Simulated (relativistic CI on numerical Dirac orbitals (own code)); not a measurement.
## Tc5+: 4s photoemission

Computed with this model: Dirac-Coulomb-Breit CI, orbitals from a KLI potential per configuration, model QED, multiplet model of photoemission in the sudden approximation, unscaled Slater integrals; configurations [Kr] 4d2 → [Ar] 3d10 4s 4p6 4d2; 300 K; Lorentzian 2 eV and Gaussian 0.6 eV FWHM. Energies are those of the free ion, without screening or charge transfer. The energies are binding energies and can lie tens of eV above those of solids. Without intra-shell correlation the exchange splitting of an s hole comes out too large, often by half or more. S is read from ⟨S²⟩ = S(S + 1).

Computed curve for free ion, scaled to 100 at the maximum (points under 2 are left out and the grid is thinned):

(Energy (eV), Intensity): (141.2, 2.0), (141.8, 2.3), (142.2, 2.6), (142.8, 3.1), (143.2, 3.5), (143.8, 4.3), (144.2, 5.0), (144.8, 6.4), (145.2, 7.8), (145.8, 10.7), (146.2, 13.6), (146.8, 20.7), (147.2, 28.6), (147.8, 49.8), (148.2, 71.7), (148.8, 99.5), (149.2, 94.8), (149.8, 62.4), (150.2, 43.6), (150.8, 27.1), (151.2, 21.5), (151.8, 17.5), (152.2, 16.9), (152.8, 18.4), (153.2, 20.8), (153.8, 29.0), (154.2, 38.2), (154.8, 48.1), (155.2, 43.6), (155.8, 27.7), (156.2, 19.4), (156.8, 11.9), (157.2, 9.0), (157.8, 6.3), (158.2, 5.2), (158.8, 4.0), (159.2, 3.4), (159.8, 2.8), (160.2, 2.5), (160.8, 2.1)

The ground state has S = 0.99, and the centroid lies at 150.79 eV.
